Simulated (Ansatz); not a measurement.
Job for Ansatz (a program for electronic structure): R-CCSD(T)/def2-SVP on H4PbSSi (SMILES [SiH3][Pb][SH]), a point of a torsion scan. Elements past Kr take the def2 small-core potentials; no spin–orbit coupling. The run froze 19 orbitals, filled d shells among them.

Ansatz 0.2 input:
```yaml
crystal:
  periodic: [false, false, false]
  atoms:
    - {symbol: Si, position_ang: [-1.38745022, -0.10429036, 0.00996170]}
    - {symbol: Pb, position_ang: [0.68295468, 1.43348943, -0.72209316]}
    - {symbol: S, position_ang: [-0.78695007, 3.39033817, -1.32090637]}
    - {symbol: H, position_ang: [-1.49921757, -1.33982716, -0.77514863]}
    - {symbol: H, position_ang: [-2.71162988, 0.50008122, -0.06887594]}
    - {symbol: H, position_ang: [-1.28782230, -0.59307255, 1.39091875]}
    - {symbol: H, position_ang: [0.13802942, 4.25458279, -1.71426540]}
basis:
  gaussian:
    orbitals: def2-SVP
magnetization: {spin_polarized: false}
correlation: {method: ccsd_t, electrons: outside_noble_gas}
scf: {lower_state_search: off}
```

The log:

```
WARN ansatz: RAYON_NUM_THREADS=1 ignored (pool sized by the plan → 1); use --threads N
Functional definition: HF
these checks for a lower state are left out or cut short: stability, starts, cluster_reference, orbital_swaps, neighbouring_geometries, increment
integrals: 0.08 GiB planned
881 factors; integrals over basis functions are off by at most 1.1e-3 eV
mean field: 0.24 GiB planned
mean field evaluation 1: about -23955.9920 eV, gradient 1.7e1 eV
mean field evaluation 2: about -23956.0315 eV, gradient 1.7e1 eV
mean field evaluation 4: about -23957.5445 eV, gradient 2.2e0 eV
mean field evaluation 8: about -23957.5831 eV, gradient 1.4e-1 eV
mean field -23957.58342188 eV, -880.4249517207 hartree, gradient 3.6e-6 eV, S^2 0.000000; 0 other end points of the search recorded, 0 dependent functions left out
19 core orbitals not correlated
reference -23957.58342188 eV, -880.4249517207 hartree; 9, 9 occupied and 54, 54 virtual orbitals, 881 factors
second order -7.99487210 eV of doubles, -0.00000000 eV of singles
coupled cluster: 0.17 GiB planned
cycle   1  -8.94491317 eV  change   -9.5e-1 eV  update   9.4e-2
cycle   2  -9.29180149 eV  change   -3.5e-1 eV  update   3.2e-2
cycle   3  -9.36189407 eV  change   -7.0e-2 eV  update   1.9e-2
cycle   4  -9.35755216 eV  change    4.3e-3 eV  update   7.1e-3
cycle   5  -9.35519308 eV  change    2.4e-3 eV  update   3.0e-3
cycle   6  -9.35512733 eV  change    6.6e-5 eV  update   1.2e-3
cycle   7  -9.35528656 eV  change   -1.6e-4 eV  update   3.8e-4
cycle   8  -9.35540063 eV  change   -1.1e-4 eV  update   1.2e-4
cycle   9  -9.35539649 eV  change    4.1e-6 eV  update   4.0e-5
cycle  10  -9.35538681 eV  change    9.7e-6 eV  update   1.2e-5
perturbative correction -0.28995443 eV, -0.0106556286 hartree
Total energy: -23967.22876311 eV, -880.7794114732 hartree
Checks for a lower state left out: stability, starts, cluster_reference, orbital_swaps, neighbouring_geometries, increment
```

The run converged.

Cost: very roughly 3 core-seconds.
